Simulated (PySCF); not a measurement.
Computed shifts of a molecule C4H10N2, B3LYP/pcSseg-1 (PySCF), GIAO, gas phase, equivalent atoms averaged, in ppm (number of nuclei): ¹³C: 168.6 (1), 47.0 (1), 44.0 (1), 42.6 (1). ¹⁵N: 394.0 (1), 48.2 (1). ¹H: 7.98 (1), 3.73 (3), 2.87 (1), 2.78 (2), 1.76 (1), 0.63 (1), 0.47 (1). References: ¹³C against TMS (σ = 181.3 ppm); ¹⁵N against NH3 (σ = 265.5 ppm); ¹H against TMS (σ = 31.68 ppm), references at their B3LYP-D3(BJ)/def2-TZVP geometries, non-relativistic. Coordinates come from a B3LYP-D3(BJ)/def2-SVP optimisation. One conformer was computed; it need not be the lowest.

**Question.** Pick the molecule that these values belong to.
A. CC/N=C/CN
B. C/N=C\CCN
C. C/N=C\CNC
D. C/N=C(\C)CN

**Answer.** B, C/N=C\CCN
